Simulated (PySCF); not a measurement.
A PySCF script (with the pyscf-properties extension) for the NMR shieldings of `NB(N)[SiH3]`, BH$_{7}$N$_{2}$Si, on a GFN2-xTB geometry:

```python
import basis_set_exchange as bse
import numpy as np
from pyscf import gto, dft
from pyscf.prop import nmr

atoms = """
N    -0.631056    1.505058   -0.054631
B    -0.354925    0.126766   -0.016989
N    -1.449717   -0.755349   -0.017547
Si    1.489815   -0.538418    0.041791
H     0.077588    2.215902   -0.058540
H    -1.563147    1.885250   -0.078165
H    -1.358854   -1.754657    0.007896
H    -2.409505   -0.452295   -0.039480
H     2.371899   -0.003065   -1.013688
H     2.214193   -0.223295    1.288844
H     1.619133   -2.003225   -0.085455
"""
names = dict.fromkeys(["N", "B", "Si", "H"], "pcSseg-1")
basis = {el: gto.basis.parse(bse.get_basis(n, elements=[el], fmt="nwchem")) for el, n in names.items()}
mol = gto.M(atom=atoms, basis=basis, charge=0, verbose=0)
mf = dft.RKS(mol, xc="PBE0")
mf.grids.level = 2
mf.grids.alignment = dft.numint.BLKSIZE   # the property module wants whole blocks of grid points
mf.conv_tol = 1e-9
mf.kernel()

calc = nmr.RKS(mf)   # GIAO
C = mf.mo_coeff
Co = C[:, mf.mo_occ > 0]
resp = mf.gen_response(singlet=True, hermi=2)
def vind(x):   # induced exchange potential for any number of trial vectors
    d = np.einsum("pi,xij,qj->xpq", C, 2 * x.reshape(-1, C.shape[1], Co.shape[1]), Co, optimize=True)
    return np.einsum("xpq,pi,qj->xij", resp(d - d.transpose(0, 2, 1)), C, Co, optimize=True).ravel()
mo1, _ = nmr.rhf.solve_mo1(calc, with_cphf=vind)
sigma = calc.kernel(mo1)
for i, s in enumerate(sigma):   # ppm
    print("%2d %-2s %9.2f" % (i, mol.atom_pure_symbol(i), np.trace(s) / 3))
```

**Question.** What are the results?

**Answer.** 
```
 0 N     187.61
 1 B      74.96
 2 N     184.62
 3 Si    469.15
 4 H      29.05
 5 H      28.99
 6 H      28.94
 7 H      29.01
 8 H      28.38
 9 H      28.30
10 H      28.60
```

These numbers come from an equivalent density-fitted implementation of the same equations, which agrees with the script to about 0.01 ppm for H and up to a few tenths of a ppm for heavy atoms, so last digits may differ.

Size and cost of the density-fitted run: 110 basis functions, 9.6 s wall time on 1 thread of an Arm Neoverse V2, shared host; peak memory 0.49 GiB.
